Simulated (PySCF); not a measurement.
CH6ClGeN, SMILES [Ge@@H]([CH3])([NH2])[Cl].

Geometry: PBE0-D3(BJ)/def2-SVP. The structure was generated by enumeration; whether it is a known compound was not checked. The values are those of a single conformer.

Computed with M06-2X/def2-TZVP (PySCF).

Gas-phase values at a fixed geometry.

Computed frontier levels, gap, dipole moment and polarisability:
```json
{
 "highest_occupied_level": "-9.21 eV",
 "lowest_empty_level": "1.29 eV",
 "orbital_gap": "10.50 eV",
 "dipole_moment": "1.85 D",
 "quadrupole, principal values (traceless, Buckingham form, about the centre of nuclear charge)": "-9.65, 3.16, 6.49 D·Å",
 "mean_static_polarisability": "60.0 bohr³ (8.90 Å³)",
 "polarisability_principal_values": "53.1, 60.0, 67.0 bohr³"
}
```
